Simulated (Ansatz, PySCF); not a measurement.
Pulling on the C3–H7 bond in C2H4Si (SMILES C#C[SiH3]) (multiplicity 1 held, fragments rigid). Energies count from the point at 1.064 Å.
Geometry at that point (charge 0, multiplicity 1):
```xyz
7

Si    -0.94558    -0.07811    -0.46973
C      0.68460     0.05655     0.34009
C      1.76131     0.14550     0.87496
H     -1.05376     0.95013    -1.52668
H     -1.08493    -1.42239    -1.06941
H     -2.01018     0.12954     0.53507
H      2.71147     0.22399     1.34697
```

Restricted levels (R-, RO-) in cc, def2 and unpolarised 6-31G sets keep to the state of the molecule at rest. Unrestricted levels (U-) break spin symmetry where that is lower. Left out are points that failed, MP2 points in a non-variational dive below the minimum, coupled-cluster points behind a sign of a changed root (a jump of the amplitudes, or a one-step jump against full CI or MRCI), small-basis points behind a change of solution, and semi-empirical points at long bonds. Curves can end on different states.

Correlated levels freeze the cores. Rows in 6-31G* carry no dispersion term and start afresh at each structure (6-31G* with six Cartesian d functions).

Codes used: Ansatz (a first-principles code) with Gaussian orbitals; PySCF for 6-31G* rows. Each number belongs to the level named beside it.

Energies in kcal/mol.

```tsv
R (Å)	R-BP86/6-31G*	R-MP2/cc-pV(T+d)Z	U-SCS-MP2/cc-pV(T+d)Z	R-CCSD(T)/cc-pV(T+d)Z
0.851	35.5	32.0	32.1	32.3
0.957	7.8	6.3	6.4	6.5
1.064	0.0	0.0	0.0	0.0
1.170	3.2	4.4	4.4	4.2
1.277	12.3	14.6	14.5	14.0
1.436	30.9	34.8	34.6	33.4
1.596	50.9	56.4	62.5	53.9
1.862	81.6	89.6	118.6	84.3
2.128	106.8	116.6	139.9	106.6
2.447	129.5	139.8	149.2	122.0
2.872	149.5	157.4	152.8	127.9
3.404	left out	162.7	153.8	124.9
```

Doubts at one or more of the structures used: a restricted determinant that unrestricted orbitals would lower (R-BP86/6-31G*, R-MP2/cc-pV(T+d)Z, R-CCSD(T)/cc-pV(T+d)Z); a spin-contaminated determinant (U-SCS-MP2/cc-pV(T+d)Z); other coupled-cluster roots lie near (R-CCSD(T)/cc-pV(T+d)Z); T1 above 0.05 (R-CCSD(T)/cc-pV(T+d)Z).
